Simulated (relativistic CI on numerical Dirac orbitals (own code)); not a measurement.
One change at a time: Pt⁶⁹⁺

Base calculation: Dirac-Coulomb-Breit CI, orbitals from a KLI potential per configuration, model QED (radiative potential, 1s self-energy scaled to tabulated hydrogen-like ionisation energies), unscaled Slater integrals.

CI space (outside the closed core 1s2): 2s2 2p5, 2s 2p6, 2p6 3s, 2s2 2p4 3s, 2p6 3p, 2s2 2p4 3p, 2p6 3d, 2s2 2p4 3d, 2s 2p5 3s, 2s 2p5 3p, 2s 2p5 3d, 2s2 2p4 4s, 2s2 2p4 4p, 2s2 2p4 4d, 2s2 2p4 4f, 2s2 2p3 3s2, 2s2 2p3 3s 3p, 2s 2p5 4s, 2s2 2p4 5s, 2s2 2p3 3s 3d, 2s2 2p4 5p, 2s 2p5 4p, 2s2 2p3 3p2, 2s2 2p4 5d, 2s2 2p4 5f, 2s2 2p4 5g, 2s 2p5 4d, 2s 2p5 4f, 2s2 2p3 3p 3d, 2s 2p4 3s2, 2s2 2p3 3d2, 2s 2p4 3s 3p, 2s 2p4 3s 3d, 2s 2p4 3p2, 2s 2p5 5s, 2s 2p4 3p 3d. Levels of other configurations are missing.

The lowest level and the first level of each name with at least 55 % of one term (blank where a level has no safe partner in the second run):

| Level | Base (eV) | Shift (eV) |
| --- | --- | --- |
| 2s2 2p5 2P°_3/2 | 0.0 | 0.0 |
| 2s2 2p5 2P°_1/2 | 1775.0 | -1.5 |
| 2s 2p6 2S_1/2 | 2296.5 | +20.1 |
| 2s2 2p4 3s 4P_5/2 | 9413.0 | -3.1 |
| 2s2 2p4 3s 2P_3/2 | 9424.9 | -3.1 |
| 2s2 2p4 3s 2S_1/2 | 9483.9 | -3.0 |
| 2s2 2p4 3p 2P°_1/2 | 9628.9 | +3.1 |
| 2s2 2p4 3p 4D°_7/2 | 10061.7 | +2.6 |
| 2s2 2p4 3d 2D_3/2 | 10288.1 | +3.8 |
| 2s2 2p4 3d 4F_9/2 | 10334.8 | +3.5 |
| 2s2 2p4 3d 2P_1/2 | 10350.1 | +3.5 |
| 2s2 2p4 3s 4P_3/2 | 11197.6 | -4.5 |
| 2s2 2p4 3s 2P_1/2 | 11208.2 | -4.5 |
| 2s2 2p4 3s 2D_5/2 | 11217.9 | -4.5 |
| 2s2 2p4 3s 2D_3/2 | 11224.9 | -4.5 |
| 2s 2p5 3s 4P°_5/2 | 11643.1 | +17.0 |
| 2s 2p5 3s 2P°_3/2 | 11673.4 | +17.1 |
| 2s 2p5 3s 2P°_1/2 | 11743.1 | +16.7 |
| 2s2 2p4 3p 4D°_5/2 | 11846.4 | +1.3 |
| 2s2 2p4 3p 2F°_7/2 | 11863.0 | +1.1 |
| 2s 2p5 3p 2D_3/2 | 11891.3 | +23.1 |
| 2s2 2p4 3d 4D_1/2 | 11995.9 | +2.3 |

At this charge energies of transitions that change n are usually good to better than 1 %, and those within a shell (Δn = 0) to a few per cent.

Task: One thing was changed in a second run, which moved the levels as shown. Which?
A. configuration mixing switched off
B. P86 correlation estimate
C. Breit term removed
D. QED terms removed

Result: D. QED terms removed. QED shifts follow the density of s (and p1/2) electrons at the nucleus, so configurations move by their count of such electrons; where none moves, the smaller shifts of p3/2 electrons and of j = l + 1/2 against j = l − 1/2 set the pattern.

LS names give the leading component of a level, which can be under half, so a name can repeat, a term be missing and a line seem to break the LS rules.
